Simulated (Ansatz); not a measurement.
Ge6Cl6 prismane (Ge₆Cl₆). Charge 0, multiplicity 1. Geometry PBE-D4/def2-SVP.

| atom | x (Å) | y (Å) | z (Å) |
| --- | --- | --- | --- |
| Ge1 | 0.245 | 0.348 | 1.931 |
| Cl2 | 0.550 | 0.785 | 4.062 |
| Ge3 | -0.242 | 1.961 | -0.107 |
| Cl4 | -0.466 | 4.145 | -0.179 |
| Ge5 | 1.925 | 0.445 | -0.107 |
| Cl6 | 4.054 | 0.984 | -0.185 |
| Ge7 | 0.641 | -1.390 | -1.254 |
| Cl8 | 1.293 | -2.955 | -2.652 |
| Ge9 | -1.040 | -1.489 | 0.786 |
| Cl10 | -2.213 | -3.158 | 1.602 |
| Ge11 | -1.525 | 0.124 | -1.252 |
| Cl12 | -3.222 | 0.198 | -2.646 |

The 6-31G sets use Cartesian d functions. B3LYP takes the VWN-RPA correlation.

(1) Estimate the orbital energies around the gap (eV) in Ansatz with HF/6-31G, PBE-D4/def2-SVP, r2SCAN-D4/def2-SVP, B3LYP-D4/6-31G, PBE0-D4/def2-SVP.

Answers

(1) 
```csv
orbital,HF/6-31G,PBE-D4/def2-SVP,r2SCAN-D4/def2-SVP,B3LYP-D4/6-31G,PBE0-D4/def2-SVP
HOMO−5,-13.45,-8.23,-8.72,-9.72,-9.73
HOMO−4,-10.96,-7.06,-7.47,-8.35,-8.20
HOMO−3,-10.14,-6.89,-7.21,-8.13,-7.81
HOMO−2,-10.13,-6.89,-7.21,-8.12,-7.80
HOMO−1,-9.53,-6.20,-6.54,-7.38,-7.15
HOMO,-9.53,-6.20,-6.54,-7.38,-7.15
LUMO,-1.30,-4.16,-4.20,-3.96,-3.65
LUMO+1,-0.76,-3.38,-3.44,-3.55,-2.86
LUMO+2,-0.75,-3.38,-3.44,-3.55,-2.86
LUMO+3,-0.13,-2.91,-2.93,-2.95,-2.34
LUMO+4,-0.13,-2.91,-2.93,-2.94,-2.34
LUMO+5,0.04,-2.79,-2.80,-2.77,-2.19
```
